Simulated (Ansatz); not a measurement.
Abridged output of a molecular run in Ansatz:

```
Functional definition: HF
1146 factors; integrals over basis functions are off by at most 9.8e-4 eV
mean field evaluation 1: about -7958.1875 eV, gradient 6.3e1 eV
mean field evaluation 2: about -7958.2464 eV, gradient 6.3e1 eV
mean field evaluation 4: about -7965.0441 eV, gradient 2.3e0 eV
mean field evaluation 8: about -7965.1041 eV, gradient 3.7e-1 eV
mean field evaluation 16: about -7965.1046 eV, gradient 1.5e-6 eV
mean field -7965.10464530 eV, -292.7121967729 hartree, gradient 1.5e-6 eV, S^2 0.000000; 0 other end points of the search recorded, 0 dependent functions left out
3 core orbitals not correlated: weight in the atoms' cores, before any rotation towards them, 1.000 or more for the frozen orbitals, at most 0.000 for the correlated occupied ones
reference -7965.10464530 eV, -292.7121967729 hartree; 16, 16 occupied and 158, 158 virtual orbitals, 1146 factors
second order -26.75964507 eV of doubles, -0.00000000 eV of singles
cycle   1  -26.22354086 eV  change    5.4e-1 eV  update   1.3e-1
cycle   2  -26.75566800 eV  change   -5.3e-1 eV  update   4.6e-2
cycle   3  -26.90963717 eV  change   -1.5e-1 eV  update   2.1e-2
cycle   4  -26.90006665 eV  change    9.6e-3 eV  update   6.1e-3
cycle   5  -26.89173431 eV  change    8.3e-3 eV  update   2.2e-3
cycle   6  -26.89273753 eV  change   -1.0e-3 eV  update   8.6e-4
cycle   7  -26.89286421 eV  change   -1.3e-4 eV  update   2.7e-4
cycle   8  -26.89267353 eV  change    1.9e-4 eV  update   1.2e-4
cycle   9  -26.89268282 eV  change   -9.3e-6 eV  update   4.5e-5
cycle  10  -26.89274139 eV  change   -5.9e-5 eV  update   1.7e-5
cycle  11  -26.89270900 eV  change    3.2e-5 eV  update   7.2e-6
perturbative correction -0.87658901 eV, -0.0322140521 hartree
Total energy: -7992.87394332 eV, -293.7326996523 hartree
```

Its atoms:

```xyz
6

N     1.1240   -0.2071    0.2834
Y    -0.9114    0.1685   -0.2311
F    -1.8802   -1.2149   -1.3142
F    -1.7418    1.8822    0.4008
H     1.7363    0.3941    0.8227
H     1.6732   -1.0228    0.0384
```

**Question.** Which basis set was used?
A. cc-pV(D+d)Z
B. def2-TZVPP
C. def2-QZVPP
D. def2-TZVPPD

**Answer.** B. It gives 177 functions.

**Question.** Write the keys of the input that set method, charge and spin (a neutral closed shell needs none for the last two).

**Answer.** 
```yaml
correlation: {method: ccsd_t}
```
